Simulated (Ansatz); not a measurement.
One change: `O/C=C\I` becomes `O/C=C/[SiH2]O`.

Ansatz, PBE0-D4/def2-TZVP geometries, multiplicity 1. Each molecule was computed in one conformer, which needn't be the lowest.

Elements past krypton have def2 core potentials.  Spin–orbit coupling is left out; it splits and shifts lone-pair levels of the heavy atoms by tenths of an eV.

```json
{"property": "LUMO energy (ωB97M-V/def2-TZVPP) / eV", "`O/C=C\\I`": "1.30"}
{"property": "HOMO energy (PBE/def2-TZVPP) / eV", "`O/C=C\\I`": "-5.56"}
{"property": "LUMO energy (PBE/def2-TZVPP) / eV", "`O/C=C\\I`": "-1.60"}
{"property": "HOMO–LUMO gap (PBE0/def2-TZVPP) / eV", "`O/C=C\\I`": "6.01"}
{"property": "size of the dipole moment (B3LYP/def2-TZVPP) / D", "`O/C=C\\I`": "0.60"}
{"property": "LUMO energy (B3LYP/def2-TZVPP) / eV", "`O/C=C\\I`": "-0.93"}
```

Question: What does the change do to each property? (An estimate is asked.)

Answer: Ansatz gave: 
| property | `O/C=C/[SiH2]O` | shift |
| --- | --- | --- |
| LUMO energy (ωB97M-V/def2-TZVPP) / eV | 1.86 | 0.56 |
| HOMO energy (PBE/def2-TZVPP) / eV | -5.86 | -0.30 |
| LUMO energy (PBE/def2-TZVPP) / eV | -0.93 | 0.67 |
| HOMO–LUMO gap (PBE0/def2-TZVPP) / eV | 7.06 | 1.05 |
| size of the dipole moment (B3LYP/def2-TZVPP) / D | 2.05 | 1.45 |
| LUMO energy (B3LYP/def2-TZVPP) / eV | -0.23 | 0.70 |

With PBE0 the HOMO falls by 0.36 eV and the LUMO rises by 0.68 eV, so the gap widens by about 1.04 eV. PBE moves the HOMO by -0.30 eV and ωB97M-V by -0.45 eV. Dipoles are sizes alone; their direction can turn.

B3LYP here is the variant with VWN-RPA as its local correlation; programs differ in this.
